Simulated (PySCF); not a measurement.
**Two-component Hartree-Fock for Pb²⁺ (lead, charge +2)**

Start: [Xe] 4f14 5d10 6s1 6p1; 6s1/2 filled at m_j = +1/2; 6p3/2 filled at m_j = +3/2. Calculated with PySCF 2.14 in x2c-TZVPall-2c (11s11p9d3f, 110 functions): generalised Hartree-Fock with the X2C-1e Hamiltonian and a Gaussian nucleus; spin-orbit coupling (SO) screened by Boettger's factors. This is a chosen level, not necessarily the ground level.

| spinor shell | electrons | ε, screened SO (eV) | weight of nominal j (screened SO) | rms radius, screened SO (bohr) |
| --- | --- | --- | --- | --- |
| 1s1/2 | 2 | -88489.7 | 1.000 | 0.0181 |
| 2s1/2 | 2 | -15997.3 | 1.000 | 0.0730 |
| 2p1/2 | 2 | -15339.4 | 1.000 | 0.0617 |
| 2p3/2 | 4 | -13145.0 | 1.000 | 0.0700 |
| 3s1/2 | 2 | -3926.6 | 1.000 | 0.186 |
| 3p1/2 | 2 | -3630.6 | 1.000 | 0.178 |
| 3p3/2 | 4 | -3134.1 | 1.000 | 0.195 |
| 3d3/2 | 4 | -2653.0 | 1.000 | 0.170 |
| 3d5/2 | 6 | -2547.8 | 1.000 | 0.175 |
| 4s1/2 | 2 | -942.56 | 1.000 | 0.408 |
| 4p1/2 | 2 | -813.34 | 1.000 | 0.412 |
| 4p3/2 | 4 | -690.14 | 1.000 | 0.446 |
| 4d3/2 | 4 | -479.41 | 1.000 | 0.455 |
| 4d5/2 | 6 | -455.77 | 1.000 | 0.466 |
| 5s1/2 | 2 | -185.62 | 1.000 | 0.916 |
| 4f5/2 | 6 | -180.20 | 1.000 | 0.493 |
| 4f7/2 | 8 | -175.23 | 1.000 | 0.495 |
| 5p1/2 | 2 | -139.37 | 1.000 | 0.984 |
| 5p3/2 | 4 | -116.43 | 1.000 | 1.07 |
| 5d3/2 | 4 | -49.577 | 0.992 | 1.34 |
| 5d5/2 | 6 | -46.664 | 0.994 | 1.39 |
| 6s1/2 | 1 | -33.463 | 1.000 | 2.35 |
| 6p3/2 | 1 | -21.702 | 1.000 | 3.00 |

| quantity | screened SO |
| --- | --- |
| E (hartree) | -20902.44220 |
| M_J | 2 |
| ⟨J²⟩ | 6.008 |
| ⟨L²⟩ | 2.198 |
| ⟨S²⟩ | 2.199 |

Each row is a mean over spinors that exchange with the open shell spreads, by up to 0.797 eV (5d5/2).

Breit and QED terms are absent; they matter most for the inner s and p1/2 levels.

Densities and radii are taken from the X2C orbitals without a picture-change correction, which distorts them close to the nucleus.
